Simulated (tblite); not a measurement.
Compound: C5H9NOSi.
Geometry (GFN2-xTB, Å), atoms numbered from 1 in this order:
```
atom  x, y, z in Å
N1     3.3228    1.9001   -0.2077
C2     2.2894    1.4518   -0.0174
C3     1.0034    0.8261    0.2394
C4     1.2020   -0.6968    0.3159
Si5   -0.4948   -1.5334    0.5473
C6    -1.6097   -0.5169   -0.6123
C7    -1.2416    0.9652   -0.5159
O8     0.1157    1.2275   -0.7839
H9     0.6389    1.2007    1.2150
H10    1.6705   -1.0260   -0.6133
H11    1.8954   -0.9218    1.1262
H12   -0.4374   -2.9440    0.1679
H13   -0.9292   -1.3545    1.9399
H14   -2.6677   -0.6277   -0.3786
H15   -1.4726   -0.8378   -1.6457
H16   -1.7842    1.5468   -1.2671
H17   -1.5078    1.3528    0.4803
```

Level: GFN2-xTB in tblite, geometry and Hessian alike; calculated harmonic values, unscaled, isolated species. This tight-binding method is rough: wavenumbers can miss measured ones by several per cent, in bad cases by 10 to 20. Modes of hydrogen on silicon can be 10 to 20 % off. One conformer, not necessarily the lowest.

Harmonic wavenumbers (cm⁻¹): 91.9, 125.3, 137.2, 229.0, 277.5, 341.4, 373.0, 451.0, 501.1, 536.1, 549.4, 565.1, 646.4, 694.3, 756.1, 764.2, 798.4, 813.4, 899.0, 963.7, 988.0, 1024.3, 1061.9, 1093.4, 1138.0, 1159.5, 1197.4, 1217.1, 1282.3, 1292.0, 1307.1, 1346.1, 1459.2, 1462.1, 1473.7, 2220.1, 2283.4, 2410.1, 2789.4, 2853.2, 2956.5, 2983.0, 2987.2, 2995.9, 3001.6.

A = 3311, B = 1207, C = 936.1 MHz; mass 127.045 u (most abundant isotopes); point group C1, symmetry number 1.

Question: What is the zero-point energy?

Answer: ½Σν̃ = 28248 cm⁻¹ = 80.77 kcal/mol.

Question: Give the ideal-gas entropy at 273.15 K and 1 bar in the rigid-rotor, harmonic-oscillator model (classical rotation).

Answer: Translation 40.02, rotation 28.58, vibration 18.50: S = 87.1 cal/(mol K).

Question: And Cp and H(273.15 K) − H(0)?

Answer: Cp = 32.35 cal/(mol K), of which vibrations give 24.40 (their classical limit is 45 R = 89.4); H(273.15 K) − H(0) = 5.15 kcal/mol without the zero-point energy, 2.98 from vibrations.

Question: Blend soft modes into free rotors: weight 1/[1 + (100 cm⁻¹/ν̃)⁴] for the oscillator and the rest for a rotor with moment μB/(μ + B), μ = h/(8π²ν), B = 10⁻⁴⁴ kg m². What vibrational entropy results?

Answer: 18.04 cal/(mol K) in place of 18.50, which changes −T·S at 273.15 K by +0.13 kcal/mol.

Question: How do the functions run with temperature in this model?

Answer: 
| T (K) | S (cal/(mol K)) | Cp (cal/(mol K)) | H − H(0) (kcal/mol) | G − H(0) (kcal/mol) | ln q(vib) |
| --- | --- | --- | --- | --- | --- |
| 100 | 64.9 | 15.1 | 1.08 | -5.41 | 0.71 |
| 200 | 78.3 | 24.8 | 3.07 | -12.59 | 2.40 |
| 300 | 90.3 | 35.1 | 6.06 | -21.02 | 4.36 |
| 500 | 112.5 | 52.2 | 14.89 | -41.33 | 8.66 |
| 800 | 140.8 | 68.1 | 33.16 | -79.47 | 15.16 |
| 1000 | 156.7 | 74.8 | 47.49 | -109.25 | 19.26 |

q(vib) and H(0) count from the zero-point level.

Question: What must be added to the electronic energy to get the Gibbs energy at 273.15 K and 1 bar?

Answer: ZPE + [H(273.15 K) − H(0)] − T·S = 80.77 + 5.15 − 23.79 = 62.13 kcal/mol.

Hindered rotation and anharmonicity are outside this model. Other conformers, if any are populated, would add a mixing term that is left out. The structure is chiral; the term R ln 2 for an equal mix with its mirror image is left out.
